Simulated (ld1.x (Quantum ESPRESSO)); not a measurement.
# F (Z = 9): one change to a TM potential, before and after

fluorine (F), norm-conserving Troullier–Martins (Kleinman–Bylander form), made with ld1.x (Quantum ESPRESSO) 7.5 (PBEsol, non-relativistic). Core [He], reference 2s2 2p5. Waves: 2p (bound): rc 1.50 bohr; 2s (bound): rc 0.75 bohr. Local part: the s channel. Core correction: none.

All-electron outer shells of the reference configuration (PBEsol, non-relativistic, ld1.x):

```
shell  level (eV)  outermost node (bohr)  outermost maximum (bohr)
   2s      -29.64                   0.24                      0.77
   2p      -11.06                      –                      0.71
```

Change: wave 2s (bound): rc 0.75 bohr becomes 2s (bound): rc 0.96 bohr.

Cutoffs: the cutoffs (Ry, on a coarse ladder) from which the occupation-weighted sum of valence levels, in a spherical-Bessel basis at the reference potential, stays within 10 and 1 mRy of its value at 400 Ry; they do not see the model core or the augmentation charge, which bear on the density cutoff. Errors are all-electron minus pseudo energies relative to the spin-unpolarised reference configuration.

**Question.** How do hardness, ghosts and transferability respond?

**Answer.** The potential gets softer (140 Ry and 230 Ry → 80 Ry and 160 Ry); of the 7 tests that both files solve, the error grows in 3 and shrinks in 0 by more than 15 % and 0.3 meV (median size 23.7 → 28.5 meV); the range in which the s phases agree narrows (upper end at the end of the scan → 3.7); neither file shows a bound ghost. A larger radius leaves more room for a smooth pseudo-wave, so fewer plane waves are needed. More of the atom is replaced by a form fitted at one configuration, so other configurations suffer.

```tsv
quantity	base	changed
cutoff, loose	140 Ry	80 Ry
cutoff, tight	230 Ry	160 Ry
loose cutoff by channel (10 mRy a level)	p 55 Ry, s 90 Ry	p 55 Ry, s 60 Ry
bound ghosts	none	none
error for 2s2 2p4, meV [ΔE 19.33 eV]	+24	+28
error for 2s2 2p3, meV [ΔE 57.62 eV]	+231	+259
error for 2s2 2p2, meV [ΔE 118.11 eV]	+987	+1067
error for 2s2 2p5.3, meV [ΔE -2.66 eV]	+0.2	+0.4
error for 2s1 2p6, meV [ΔE 18.61 eV]	+18	+28
error for 2s2 2p4.5, meV [ΔE 7.52 eV]	+3.1	+4.1
error for 2s2 2p1, meV [ΔE 203.70 eV]	+2887	+3058
s: phases at 1.64 bohr within 0.05 rad from the reference energy up to (Ry; the scan ends near 5)	to the end of the scan	3.7
p: phases at 1.64 bohr within 0.05 rad from the reference energy up to (Ry; the scan ends near 5)	3.2	3.3
```
